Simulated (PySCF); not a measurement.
silanone (H2OSi), SMILES O=[SiH2].

The structure is a stationary point at ωB97X-D3(BJ)/def2-TZVP.

The numbers are results of PySCF with ωB97X-D3(BJ)/def2-TZVP, not measurements.

Frequencies are harmonic and unscaled.

```
mode  ν (cm⁻¹)  IR (km/mol)  Raman (Å⁴/amu)  depolarisation  moving atoms (share of kinetic energy)
----  --------  -----------  --------------  --------------  --------------------------------------
1          699         72.1             8.0            0.75                  H 79 %, Si 12 %, O 9 %
2          723         66.4             0.0               –                         H 83 %, Si 14 %
3         1018         44.5             9.6            0.74                                  H 95 %
4         1262         91.1            27.5            0.09                         O 61 %, Si 36 %
5         2261         46.5           195.0            0.12                                  H 97 %
6         2267        133.8            57.0            0.75                                  H 95 %
```
